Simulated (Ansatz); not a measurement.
C₄H₁₂ClInN₂, SMILES `C[N](C)[In]([Cl])[N](C)C`. The species carries charge 0 and has multiplicity 1. In: def2 effective core potential. Geometry: relaxed with PBE0-D4/def2-TZVP. It is one conformer, not always the lowest.

```xyz
20

C    -1.988    2.415   -0.297
N    -1.035    1.378   -0.601
C    -1.033    1.002   -1.990
In   -0.151    0.321    0.845
Cl   -0.541    1.136    3.000
N     1.185   -1.163    0.761
C     1.683   -1.790    1.958
C     1.488   -1.905   -0.434
H    -1.765    3.329   -0.867
H    -1.964    2.672    0.764
H    -3.019    2.119   -0.548
H    -0.283    0.236   -2.198
H    -0.799    1.867   -2.629
H    -2.008    0.611   -2.322
H     1.273   -2.802    2.100
H     1.432   -1.202    2.843
H     2.778   -1.886    1.920
H     2.575   -2.029   -0.550
H     1.048   -2.914   -0.427
H     1.125   -1.393   -1.328
```

Question: What is the dipole moment at PBE/def2-TZVPP? (Best estimate.)

Answer: Ansatz gave: 2.95 D, with components (0.26, -1.21, -2.68) D in this frame, pointing from negative to positive charge.

Question: And with r2SCAN, B3LYP, ωB97M-V? (Estimate.)

Answer: Computed: r2SCAN 3.04 D, B3LYP 2.98 D, ωB97M-V 2.92 D.

Question: Give the Mulliken charges with PBE, B3LYP, r2SCAN in def2-TZVPP. (Estimate.)

Answer: The calculation gave: 
| atom | PBE | B3LYP | r2SCAN |
| --- | --- | --- | --- |
| C1 | -0.16 | -0.16 | -0.03 |
| N2 | -0.23 | -0.31 | -0.32 |
| C3 | -0.16 | -0.15 | -0.02 |
| In4 | 0.55 | 0.67 | 0.65 |
| Cl5 | -0.39 | -0.41 | -0.42 |
| N6 | -0.23 | -0.31 | -0.32 |
| C7 | -0.16 | -0.16 | -0.03 |
| C8 | -0.16 | -0.15 | -0.02 |
| H9 | 0.08 | 0.08 | 0.04 |
| H10 | 0.09 | 0.10 | 0.06 |
| H11 | 0.08 | 0.08 | 0.04 |
| H12 | 0.07 | 0.07 | 0.03 |
| H13 | 0.08 | 0.08 | 0.04 |
| H14 | 0.08 | 0.08 | 0.04 |
| H15 | 0.08 | 0.08 | 0.04 |
| H16 | 0.09 | 0.10 | 0.06 |
| H17 | 0.08 | 0.08 | 0.04 |
| H18 | 0.08 | 0.08 | 0.04 |
| H19 | 0.08 | 0.08 | 0.04 |
| H20 | 0.07 | 0.07 | 0.03 |

B3LYP here is the variant with VWN-RPA as its local correlation; programs differ in this.
